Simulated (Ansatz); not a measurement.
The O4–H5 bond of BH3O (SMILES BO) is stretched (multiplicity 1, the rest rigid).
Geometry at rest (charge 0, multiplicity 1):
```xyz
5

B     -0.4484    -0.5534     0.0610
H     -0.3382    -1.3375     0.9518
H     -1.3024    -0.6419    -0.7734
O      0.4452     0.4596     0.0279
H      0.3210     1.0699    -0.7069
```

Frozen-core correlation.

Codes used: Ansatz (Gaussian basis) for Hartree–Fock, density functionals and correlated methods. Each number belongs to the level named beside it.

Energies above the point at 0.963 Å (the B3LYP-D3(BJ) bond length), FIC-MRCISD+Q on CASSCF(4,3)/cc-pVTZ (kcal/mol): 6.40 at 0.867 Å; 4.93 at 1.060 Å; 109.66 at 3.082 Å.

Question: Take the last value as the depth D of a Morse curve D(1 − e^(−a(R − R₀)))², fit a and R₀ to the two near points, and test it at 1.300 and 1.686 Å.

Answer: 
With D = 109.7, both near points (counted from the curve's value at 0.963 Å) are met by a = 2.36 Å⁻¹ and R₀ = 0.959 Å, so k = 2Da² = 1220 kcal/(mol Å²). The curve then gives 33.5 and 73.7 kcal/mol; the level itself gives 35.0 and 80.2, so Morse is off by -1.5 and -6.5.

Doubts at one or more of the structures used: active orbitals that take no part (FIC-MRCISD+Q on CASSCF(4,3)/cc-pVTZ).

Ansatz is a quantum-chemistry and plane-wave program.
